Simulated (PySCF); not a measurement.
# Reading the logs of faulty runs: BGeH5NSi

Calculated results; nothing here was measured. The program is PySCF 2.14.0, an open-source quantum chemistry code, run on an isolated molecule that a program drew, which may never have been made. The molecule is BGeH5NSi (charge 0, doublet), drawn as the SMILES string `N=[B][GeH][SiH3]`.

Each row is a Hartree-Fock (HF) and frozen-core CCSD(T) single point in the cc-pV(D+d)Z basis, meant for a local HF minimum. Run 1 is clean. Each other run has one planted mistake out of seven kinds, and not every kind appears here: one electron removed, one electron added, multiplicity raised by two, geometry at a saddle point, minimal basis STO-3G, one bond length entered in bohr, all coordinates scaled. The reference is restricted for singlets and unrestricted otherwise, and also for a bond in bohr. Adding or removing an electron swaps singlet and doublet. Electrons count all cores. HOMO and LUMO are orbital energies over both spins, the gradient is its largest component, and the lowest frequency (negative if imaginary) is given only where the gradient is small. Bond lengths are over the 8 bonds as drawn. T1 is the CCSD diagnostic: over 0.02 (restricted) or 0.045 (unrestricted) a single reference is doubtful. Germanium has the cc-pVDZ-PP basis, with a core potential (ECP10MDF) in place of its 10 inner electrons, and its 3s, 3p and 3d shells are frozen in CCSD(T).

Geometry of the clean run:
```xyz
9
BGeH5NSi, angstrom
N    -0.3099   -1.8971   -1.4078
B     0.2364   -1.2521   -0.5151
Ge    1.1826   -0.1402    0.9086
Si    0.0962    1.9023    1.5348
H    -0.7492   -2.4214   -2.1172
H     1.6038   -1.0188    2.0907
H     0.9921    2.6529    2.4426
H    -1.1905    1.6485    2.2233
H    -0.1525    2.6977    0.3125
```

```
run,electrons,basis functions,<S^2>,HOMO (eV),LUMO (eV),gradient (hartree/bohr),lowest frequency (cm^-1),mean bond (Å),longest bond (Å),T1,HF (hartree),CCSD(T) (hartree),mistake
1,63,99,0.761,-8.58,0.60,2.0e-05,78,1.5779,2.397,0.0169,-664.35203,-664.83992,no fault
2,63,99,0.762,-8.62,0.53,2.5e-02,-,1.6126,2.449,0.0177,-664.34783,-664.83987,all coordinates scaled
3,64,99,0.000,-1.14,8.08,3.6e-02,-,1.5779,2.397,0.0155,-664.35991,-664.87374,?
4,63,99,3.776,-5.09,0.17,1.8e-01,-,1.5779,2.397,0.0200,-664.17148,-664.61677,?
```

**Which mistake was planted in run 3, and what did it cost?**

It counts 64 electrons, one more than the clean run, at the same geometry and basis. So the mistake is: one electron added. Subtracting run 1 and multiplying by 627.51 kcal/mol a hartree, the energy moved by -4.9 kcal/mol in HF and -21.2 kcal/mol in CCSD(T).

**Which mistake was planted in run 4, and what did it cost?**

Electrons, basis and geometry are unchanged, and <S^2> is 3.776, beside S(S+1) = 3.75 for a multiplicity of 4. So the mistake is: multiplicity raised by two. Subtracting run 1 and multiplying by 627.51 kcal/mol a hartree, the energy moved by 113.3 kcal/mol in HF and 140.0 kcal/mol in CCSD(T).

